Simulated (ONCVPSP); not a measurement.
# Transferability test, ONCV potential for iodine (I)

I, optimised norm-conserving Vanderbilt (ONCV), made with ONCVPSP 4.0.1 (PBE, scalar-relativistic). Core [Ar] 3d10, reference 4s2 4p6 4d10 5s1.75 5p5.25. Waves: 4s+5s: rc 1.40 bohr, ncon 4, nbas 7, qcut 10.3 1/bohr, 2 projectors; 4p+5p: rc 1.35 bohr, ncon 4, nbas 7, qcut 11.4 1/bohr, 2 projectors; 4d: rc 0.95 bohr, ncon 3, nbas 7, qcut 11.1 1/bohr, 2 projectors, debl 3.3 Ha. Local part: polynomial inside 0.70 bohr (lpopt 5, dvloc0 -1 Ha). Core correction: none.

Energies are relative to the spin-unpolarised reference configuration 4s2 4p6 4d10 5s1.75 5p5.25; without spin polarisation the order of configurations can differ from experiment.

Give the all-electron excitation energy and the error of the potential for: 4s2 4p6 4d10 5s2 5p5; 4s2 4p6 4d10 5s2 5p4; 4s2 4p6 4d10 5s2 5p3; 4s2 4p6 4d10 5s1 5p6.

```tsv
valence configuration	charge	ΔE all-electron (eV)	error AE − PS (meV)
4s2 4p6 4d10 5s2 5p5	0	-2.586	+0.3
4s2 4p6 4d10 5s2 5p4	+1	8.545	-1.9
4s2 4p6 4d10 5s2 5p3	+2	28.392	-5.1
4s2 4p6 4d10 5s1 5p6	0	7.828	-1.0
```

Levels in the configuration 4s2 4p6 4d10 5s2 5p3:

```json
{"level": "4s", "all-electron (eV)": "-200.997", "pseudo (eV)": "-200.993"}
{"level": "4p", "all-electron (eV)": "-147.954", "pseudo (eV)": "-147.936"}
{"level": "4d", "all-electron (eV)": "-70.586", "pseudo (eV)": "-70.573"}
{"level": "5s", "all-electron (eV)": "-36.004", "pseudo (eV)": "-36.004"}
{"level": "5p", "all-electron (eV)": "-24.481", "pseudo (eV)": "-24.478"}
```

Note: ghosts flagged at negative energy: s at -4.7 eV; no localised positive-energy state flagged. A true bound ghost makes a file unfit for plane-wave use.
